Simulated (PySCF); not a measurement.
Species: C4H11NSi.
Atom-mapped SMILES: `[CH3:1][C@@H:2]1[CH2:3][CH2:4][NH:5][SiH2:6]1` (hydrogens: H7, H8, H9 on C1; H10 on C2; H11, H12 on C3; H13, H14 on C4; H15 on N5; H16, H17 on Si6)

The same species was optimised twice, with GFN2-xTB and with PBE0-D3(BJ)/def2-SVP (PySCF), and the same property calculations (PySCF, gas phase) were run on both structures.

```
   coordinate  GFN2-xTB  PBE0-D3(BJ)/def2-SVP  change
   N5–Si6 (Å)     1.715                 1.735  +0.020
   C2–Si6 (Å)     1.907                 1.898  -0.009
    C2–C3 (Å)     1.531                 1.537  +0.006
    C3–C4 (Å)     1.525                 1.528  +0.003
    C4–N5 (Å)     1.450                 1.452  +0.002
    C1–C2 (Å)     1.521                 1.522  +0.001
C1–C2–Si6 (°)     116.2                 118.3    +2.1
 C1–C2–C3 (°)     112.2                 114.0    +1.8
C3–C2–Si6 (°)     102.7                 101.2    -1.5
 C2–C3–C4 (°)     107.9                 109.3    +1.4
C2–Si6–N5 (°)      92.3                  93.7    +1.4
C4–N5–Si6 (°)     114.5                 113.4    -1.1
 C3–C4–N5 (°)     106.1                 106.5    +0.4
```

Rotational constants: A = 4120, B = 2756, C = 1809 MHz (GFN2-xTB) against A = 4157, B = 2678, C = 1775 MHz (PBE0-D3(BJ)/def2-SVP). Point groups within 0.08 Å: C1 and C1. Atoms that the bonding makes alike are paired by their places after alignment.

On the GFN2-xTB structure: lowest singlet, TDDFT (eV) 6.00 [wB97X-D/def2-SVPD]; lowest triplet, Tamm–Dancoff (eV) 5.78 [wB97X-D/def2-SVPD]; isotropic polarisability (au) 78.6 [wB97X-D/def2-SVPD]; HOMO (eV) -8.41 [wB97X-D/def2-SVPD]; LUMO (eV) 2.19 [wB97X-D/def2-SVPD]; dipole (D) 0.87 [wB97X-D/def2-SVPD]; HOMO (eV) -6.47 [PBE0/pcSseg-1]; LUMO (eV) 0.79 [PBE0/pcSseg-1]; dipole (D) 0.89 [PBE0/pcSseg-1]; GIAO shielding of C1 (ppm) 168.2 [PBE0/pcSseg-1]; GIAO shielding of C2 (ppm) 163.8 [PBE0/pcSseg-1]; GIAO shielding of C3 (ppm) 147.5 [PBE0/pcSseg-1]; GIAO shielding of C4 (ppm) 135.9 [PBE0/pcSseg-1]; GIAO shielding of N5 (ppm) 243.2 [PBE0/pcSseg-1]; GIAO shielding of Si6 (ppm) 372.8 [PBE0/pcSseg-1].

What do these properties become on the PBE0-D3(BJ)/def2-SVP structure?

```tsv
property	level	on GFN2-xTB	on PBE0-D3(BJ)/def2-SVP	change
lowest singlet, TDDFT (eV)	wB97X-D/def2-SVPD	6.00	6.03	+0.03
lowest triplet, Tamm–Dancoff (eV)	wB97X-D/def2-SVPD	5.78	5.80	+0.02
isotropic polarisability (au)	wB97X-D/def2-SVPD	78.6	80.4	+1.8
HOMO (eV)	wB97X-D/def2-SVPD	-8.41	-8.41	0.00
LUMO (eV)	wB97X-D/def2-SVPD	2.19	2.22	+0.03
dipole (D)	wB97X-D/def2-SVPD	0.87	0.96	+0.09
energy, GFN2-xTB geometry as zero (kcal/mol)	wB97X-D/def2-SVPD	0.0	-2.1	-2.1
HOMO (eV)	PBE0/pcSseg-1	-6.47	-6.47	0.00
LUMO (eV)	PBE0/pcSseg-1	0.79	0.84	+0.05
dipole (D)	PBE0/pcSseg-1	0.89	0.99	+0.10
energy, GFN2-xTB geometry as zero (kcal/mol)	PBE0/pcSseg-1	0.0	-1.7	-1.7
GIAO shielding of C1 (ppm)	PBE0/pcSseg-1	168.2	167.7	-0.5
GIAO shielding of C2 (ppm)	PBE0/pcSseg-1	163.8	164.7	+0.9
GIAO shielding of C3 (ppm)	PBE0/pcSseg-1	147.5	146.1	-1.4
GIAO shielding of C4 (ppm)	PBE0/pcSseg-1	135.9	135.9	0.0
GIAO shielding of N5 (ppm)	PBE0/pcSseg-1	243.2	241.9	-1.3
GIAO shielding of Si6 (ppm)	PBE0/pcSseg-1	372.8	370.8	-2.0
```

The heavy atoms differ by 0.040 Å rms after alignment. Among bonds between heavy atoms N5–Si6 changes most (+0.020 Å). Changes are differences of the printed values. Neither structure is proved a minimum here.

wB97X-D is run here without its empirical dispersion term; that term would change no orbital, density or response property at a fixed geometry.
